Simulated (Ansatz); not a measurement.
Coupled-cluster run, CH7O2Si2, SMILES `O[SiH]C[SiH2]O` radical.

```yaml
crystal:
  periodic: [false, false, false]
  atoms:
    - {symbol: O, position_ang: [-1.098621, -1.376319, 1.431514]}
    - {symbol: Si, position_ang: [-0.157873, -1.921200, 0.195903]}
    - {symbol: C, position_ang: [0.145509, -0.554710, -1.068014]}
    - {symbol: Si, position_ang: [0.461646, 1.106235, -0.305939]}
    - {symbol: O, position_ang: [-0.844060, 1.368262, 0.695138]}
    - {symbol: H, position_ang: [-1.321821, -0.436200, 1.388306]}
    - {symbol: H, position_ang: [1.156037, -2.386256, 0.744576]}
    - {symbol: H, position_ang: [1.006836, -0.846206, -1.679295]}
    - {symbol: H, position_ang: [-0.716097, -0.470298, -1.738494]}
    - {symbol: H, position_ang: [0.538582, 2.206740, -1.308018]}
    - {symbol: H, position_ang: [1.724903, 1.107352, 0.481253]}
    - {symbol: H, position_ang: [-0.895062, 2.202603, 1.163071]}
basis:
  gaussian: {orbitals: def2-TZVPP}
magnetization: {spin_polarized: true, initial_magnetization: 1}
correlation: {method: ccsd_t}
scf: {omitted_lower_state_checks: [cluster_reference]}
```

```sh
$ ansatz run in.yaml --threads 2 --pin off --events-out ev --progress --plain --max-ram 22528MiB --backend cuda --devices 0, --max-vram 18GiB
```

The program prints (abridged):

```
Functional definition: HF
1611 factors; integrals over basis functions are off by at most 9.4e-4 eV
mean field evaluation 1: about -20939.2344 eV, gradient 3.7e1 eV
mean field evaluation 2: about -20939.2391 eV, gradient 3.7e1 eV
mean field evaluation 4: about -20944.9225 eV, gradient 3.4e0 eV
mean field evaluation 8: about -20945.0455 eV, gradient 1.5e-1 eV
mean field -20945.04606867 eV, -769.7162459614 hartree, gradient 4.6e-6 eV, S^2 0.754043; 0 other end points of the search recorded, 0 dependent functions left out
13 core orbitals not correlated: weight in the atoms' cores, before any rotation towards them, 1.000 or more for the frozen orbitals, at most 0.000 for the correlated occupied ones
reference -20945.04606867 eV, -769.7162459614 hartree; 16, 15 occupied and 246, 247 virtual orbitals, 1611 factors
second order -24.06640078 eV of doubles, -0.00000000 eV of singles
cycle   1  -24.51274737 eV  change   -4.5e-1 eV  update   1.1e-1
cycle   2  -25.09820964 eV  change   -5.9e-1 eV  update   3.2e-2
cycle   3  -25.23571759 eV  change   -1.4e-1 eV  update   1.7e-2
cycle   4  -25.22578438 eV  change    9.9e-3 eV  update   5.1e-3
cycle   5  -25.22383246 eV  change    2.0e-3 eV  update   2.8e-3
cycle   6  -25.22480768 eV  change   -9.8e-4 eV  update   1.0e-3
cycle   7  -25.22466620 eV  change    1.4e-4 eV  update   4.7e-4
cycle   8  -25.22477867 eV  change   -1.1e-4 eV  update   1.5e-4
cycle   9  -25.22484666 eV  change   -6.8e-5 eV  update   6.3e-5
cycle  10  -25.22481735 eV  change    2.9e-5 eV  update   2.9e-5
perturbative correction -0.93157998 eV, -0.0342349328 hartree
Total energy: -20971.20246600 eV, -770.6774758338 hartree
Checks for a lower state left out: cluster_reference
```

It took 9.5 s on 2 threads of an AMD EPYC 7R13 on a shared host and a share of an NVIDIA H100 80 GB, with 0.9 GiB of host memory at the peak.

The correlation energy is -26.156 eV, 3.6 % of it from (T); the T1 diagnostic reads 0.0133.
